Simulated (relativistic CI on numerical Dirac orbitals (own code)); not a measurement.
Ir³⁺ (5d6) in a crystal field

Calculated by Dirac-Coulomb-Breit CI, separate exchange-only KLI orbitals for each configuration, model QED (radiative potential, 1s self-energy scaled to tabulated hydrogen-like ionisation energies), valence Slater integrals scaled by 0.65, one configuration in a parametric crystal field (own radial code).

Field parameters in Wybourne normalisation: Oh B⁴₀ = 21Dq, B⁴₄ = √(5/14) B⁴₀. The field is a parameter set, without covalency.

S and J are read from ⟨S²⟩ = S(S + 1) and ⟨J²⟩ = J(J + 1) of each level; they are not fictitious spins.

Oh, 10Dq = 7000 cm⁻¹, the lowest 10 levels:

```tsv
E (cm⁻¹)	Degeneracy	Irrep	S	J
0.0	1	A1	1.37	3.84
767	2	E	1.67	3.79
1185	3	T1	1.66	3.90
1292	3	T2	1.83	3.88
4164	3	T2	1.56	2.65
6159	3	T1	1.88	2.89
8119	1	A1	1.36	4.11
8406	2	E	1.44	3.09
9910	3	T1	1.24	3.76
10248	3	T2	1.71	3.11
```

Oh, 10Dq = 40650 cm⁻¹, the lowest 10 levels:

| E (cm⁻¹) | Degeneracy | Irrep | S | J |
| --- | --- | --- | --- | --- |
| 0.0 | 1 | A1 | 0.12 | 4.43 |
| 31800 | 2 | E | 1.03 | 4.19 |
| 32698 | 3 | T2 | 1.00 | 3.88 |
| 33309 | 3 | T1 | 0.91 | 4.32 |
| 37824 | 1 | A1 | 1.02 | 3.86 |
| 38479 | 3 | T1 | 0.93 | 3.82 |
| 39973 | 2 | E | 1.00 | 3.83 |
| 41170 | 3 | T2 | 1.01 | 3.67 |
| 42129 | 1 | A2 | 1.00 | 3.85 |
| 42134 | 3 | T1 | 0.51 | 4.82 |

Oh, 10Dq = 35050 cm⁻¹, the lowest 10 levels:

```tsv
E (cm⁻¹)	Degeneracy	Irrep	S	J
0.0	1	A1	0.15	4.42
26289	2	E	1.04	4.18
27246	3	T2	1.01	3.85
27752	3	T1	0.94	4.31
32482	1	A1	1.04	3.90
33046	3	T1	0.95	3.80
34573	2	E	1.00	3.86
35769	3	T2	1.03	3.70
36789	3	T1	0.52	4.82
36824	1	A2	0.99	3.91
```

Oh, 10Dq = 29450 cm⁻¹, the lowest 10 levels:

```csv
E (cm⁻¹),Degeneracy,Irrep,S,J
0.0,1,A1,0.21,4.39
20805,2,E,1.06,4.16
21847,3,T2,1.03,3.80
22194,3,T1,0.97,4.29
27181,1,A1,1.09,3.93
27652,3,T1,0.98,3.76
29243,2,E,1.01,3.90
30360,3,T2,1.08,3.75
31503,3,T1,0.55,4.82
31624,1,A2,0.99,4.01
```

Oh, 10Dq = 23850 cm⁻¹, the lowest 10 levels:

```tsv
E (cm⁻¹)	Degeneracy	Irrep	S	J
0.0	1	A1	0.30	4.34
15354	2	E	1.12	4.11
16527	3	T2	1.07	3.71
16620	3	T1	1.05	4.24
21880	1	A1	1.18	3.95
22288	3	T1	1.06	3.68
24010	2	E	1.03	3.95
24512	3	T2	1.39	3.85
26207	3	T1	0.71	4.76
26590	1	A2	0.99	4.16
```

Levels of this model without a field, named by their leading LS term (the scale mimics covalency, so terms lie below those of the real free ion): ⁵D4 0, ⁵D2 4451, ⁵D3 5866, ⁵D0 8072, ⁵D1 8185, ³H4 11646, ³H5 15042, ³H6 15070 cm⁻¹.
